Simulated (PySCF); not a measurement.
HClO (SMILES OCl), singlet, geometry from GFN2-xTB. Base run: HF/aug-cc-pVDZ run with PySCF.

PySCF was given this input:
```python
from pyscf import gto, scf, solvent

mol = gto.Mole()
mol.atom = '''
    O    -0.008741    1.098296    0.016436
    H    -0.944582    1.335065    0.004393
    Cl    0.059677   -0.595379   -0.007993
'''
mol.basis = 'aug-cc-pvdz'
mol.charge = 0
mol.spin = 0
mol.verbose = 4
mol.build()

mf = scf.RHF(mol)
mf.kernel()
mf.analyze()
```

Each row names what was changed in the base input (with any setting that the change needs).

```json
[
 {"change": "base", "ΔE vs base (kcal/mol)": "0.000", "dipole (D)": "1.65", "HOMO-LUMO gap (eV)": "13.02"},
 {"change": "model = IEF-PCM; solvent = acetonitrile; vdw_scale = 1.4", "ΔE vs base (kcal/mol)": "-2.85", "dipole (D)": "1.92", "HOMO-LUMO gap (eV)": "13.26"},
 {"change": "model = IEF-PCM; solvent = dichloromethane", "ΔE vs base (kcal/mol)": "-4.06", "dipole (D)": "1.98", "HOMO-LUMO gap (eV)": "13.26"},
 {"change": "model = IEF-PCM; solvent = water", "ΔE vs base (kcal/mol)": "-4.84", "dipole (D)": "2.04", "HOMO-LUMO gap (eV)": "13.30"},
 {"change": "model = COSMO; solvent = acetonitrile", "ΔE vs base (kcal/mol)": "-4.71", "dipole (D)": "2.03", "HOMO-LUMO gap (eV)": "13.29"},
 {"change": "model = ddCOSMO; solvent = acetonitrile", "ΔE vs base (kcal/mol)": "-3.25", "dipole (D)": "1.94", "HOMO-LUMO gap (eV)": "13.32"},
 {"change": "model = IEF-PCM; solvent = acetonitrile; lebedev_order = 41", "ΔE vs base (kcal/mol)": "-4.72", "dipole (D)": "2.03", "HOMO-LUMO gap (eV)": "13.29"},
 {"change": "model = IEF-PCM; solvent = acetonitrile", "ΔE vs base (kcal/mol)": "-4.71", "dipole (D)": "2.03", "HOMO-LUMO gap (eV)": "13.29"},
 {"change": "model = IEF-PCM; solvent = acetonitrile; lebedev_order = 11", "ΔE vs base (kcal/mol)": "-4.54", "dipole (D)": "2.02", "HOMO-LUMO gap (eV)": "13.28"},
 {"change": "model = SS(V)PE; solvent = acetonitrile", "ΔE vs base (kcal/mol)": "-4.68", "dipole (D)": "2.03", "HOMO-LUMO gap (eV)": "13.29"},
 {"change": "model = IEF-PCM; solvent = chloroform", "ΔE vs base (kcal/mol)": "-3.38", "dipole (D)": "1.92", "HOMO-LUMO gap (eV)": "13.22"},
 {"change": "model = IEF-PCM; solvent = acetonitrile; vdw_scale = 1.1", "ΔE vs base (kcal/mol)": "-6.20", "dipole (D)": "2.11", "HOMO-LUMO gap (eV)": "13.29"}
]
```

The base is the gas phase, so ΔE is the electrostatic part of solvation at a fixed geometry, without cavity and dispersion terms.
